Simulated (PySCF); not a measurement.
## How methods differ on the excitation energy of Kr+

Kr+ [Ar] 3d10 4s2 4p5 (2P) → Kr+ [Ar] 3d10 4s1 4p6 (2S), as a difference of total energies. Computed with PySCF 2.14 in aug-cc-pVDZ-PP with ECP10MDF (5s4p3d, 32 functions), with scalar relativity through the core potential. Correlated levels: valence: 3s2 3p6 3d10 frozen. The calculations carry no spin-orbit coupling.

```csv
method,excitation energy (cm⁻¹),error (cm⁻¹)
UHF,143260,+36048
MP2 (valence),124300,+17093
SCS-MP2 (valence),121910,+14695
CCSD (valence),109690,+2476
CCSD(T) (valence),106660,-549
CCSDT (valence),107120,-93
```

Reference: 107210 cm⁻¹ (measured; NIST levels, between the centres of gravity of the two terms).

Errors of the correlated levels include the incompleteness of this basis and the frozen core.

The coupled-cluster amplitudes are large for the upper state (T1 above 0.03 or a double amplitude above 0.15), so a single reference is strained.
